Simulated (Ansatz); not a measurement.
CH3NOSi, SMILES `N[Si]C=O` (excited triplet) (charge 0, multiplicity 3). This triplet is an excited state, 1.47 eV above the relaxed singlet at the level frozen-core CCSD(T)/cc-pVTZ // PBE0-D3(BJ)/def2-TZVP (Ansatz, an electronic-structure program).

Z-matrix (Å, degrees):
```
Si
N 1 1.7030
H 2 1.0050 1 123.29
H 2 1.0078 3 113.77 1 179.98
C 1 1.8777 2 107.22 3 179.96
O 5 1.2251 1 116.42 2 0.00
H 5 1.0983 6 124.41 4 -179.99
```
Charge 0, spin multiplicity 3.

Frozen-core energies in 6-31g from Ansatz at a geometry from PBE0-D3(BJ)/def2-TZVP; the HF reference has <S^2> = 2.14 and the T1 diagnostic is 0.051.

```
level  energy (Ha)
-----  -----------
HF      -457.65838
MP2     -458.00110
CCSD    -458.03867
```

Q: Estimate the energies of CCSD(T), CCSDT and CCSDT(Q), and give each level's difference from CCSDT(Q).

A: 
| level | energy (Ha) | difference from CCSDT(Q) (mHa) |
|---|---|---|
| MP2 | -458.00110 | 56.48 |
| CCSD | -458.03867 | 18.91 |
| CCSD(T) | -458.05159 | 5.99 |
| CCSDT | -458.05512 | 2.46 |
| CCSDT(Q) | -458.05758 | 0.00 |
